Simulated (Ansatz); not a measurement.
PBE exchange is replaced step by step with exact exchange (0 % is PBE, 25 % PBE0; no dispersion term), basis def2-TZVPD, Ansatz. System: AlAs₂⁻. Charge -1, multiplicity 1. Geometry: PBE-D4/def2-TZVPD, each spin state at its own.

Geometry of the singlet:

```xyz
3

Al    0.0215   -0.5488   -1.4151
As   -1.1597    0.2199    0.7111
As    1.1382    0.3290    0.7040
```

At PBE-D4/def2-TZVPD, PBE with 5 % exact exchange/def2-TZVPD the highest occupied level of the charge -1 singlet lies above zero (up to 0.23 eV). By energy differences its removal costs 2.21 eV (vertical, to the charge 0 doublet, at PBE-D4/def2-TZVPD); a positive level beside a positive removal energy at the same level points to self-interaction error. At PBE-D4/def2-TZVPD, PBE with 5 % exact exchange/def2-TZVPD, PBE with 10 % exact exchange/def2-TZVPD, PBE with 15 % exact exchange/def2-TZVPD the highest occupied level of the charge -1 triplet lies above zero (up to 0.84 eV). It is a level of α spin, whose loss leaves a doublet; that state wasn't run at this geometry and level. The electron is either unbound and held by the finite basis, or the level is raised by self-interaction error. At PBE-D4/def2-TZVPD, PBE with 5 % exact exchange/def2-TZVPD, PBE with 10 % exact exchange/def2-TZVPD, PBE with 15 % exact exchange/def2-TZVPD and others the highest occupied level of the charge -1 quintet lies above zero (up to 1.61 eV). It is a level of α spin, whose loss leaves a quartet; that state wasn't run at this geometry and level. The electron is either unbound and held by the finite basis, or the level is raised by self-interaction error. The structure comes from a short search, and lower isomers may exist.

```tsv
exact exchange (%)	HOMO (eV)	LUMO (eV)	gap (eV)	triplet − singlet (kJ/mol)	quintet − singlet (kJ/mol)
0	0.23	0.96	0.73	53.2	227.7
5	0.06	1.10	1.04	52.3	225.6
10	-0.10	1.24	1.35	51.5	223.5
15	-0.27	1.38	1.66	50.6	221.4
25	-0.62	1.66	2.28	48.7	217.0
35	-0.97	1.94	2.90	46.8	212.8
```

(1) Estimate the row for 50 %.

Results:

(1) 
```tsv
exact exchange (%)	HOMO (eV)	LUMO (eV)	gap (eV)	triplet − singlet (kJ/mol)	quintet − singlet (kJ/mol)
50	-1.50	2.35	3.85	43.9	206.3
```
